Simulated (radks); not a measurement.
Spherical quantum dot in the effective-mass picture: electrons in a well V = -V0 / (1 + exp((r - R)/a)) with V0 = 6.01, R = 3.33, a = 0.2, with a point charge +1 (a donor) at the centre, all in effective atomic units (hartree* = m*/eps^2 hartree, bohr* = eps/m* bohr), one dielectric constant everywhere. Calculated with a radial shooting solver with Libxc functionals: non-relativistic Kohn-Sham, PBEsol, spin-polarised, spherical densities. Levels are named by radial order and angular momentum (1s, 1p, 1d, 2s, ...), and open shells are averaged over m. Results are scaled to m* = 0.095 and eps = 14.2, for which hartree* = 12.82 meV and bohr* = 7.91 nm.

N = 2, configuration 1s2. This is the lowest configuration that the search found. Occupied and some empty levels:

| level | occupation | eigenvalue (meV) | <r> (nm) |
|---|---|---|---|
| 1s | 2 | -71.462 | 11.12 |
| 1p | 0 | -63.551 | 15.63 |
| 2s | 0 | -57.213 | 14.13 |
| 1d | 0 | -56.055 | 17.58 |

Energy (meV): total -156.922, kinetic 13.256, external -178.31, Hartree 16.493, exchange-correlation -8.3592.
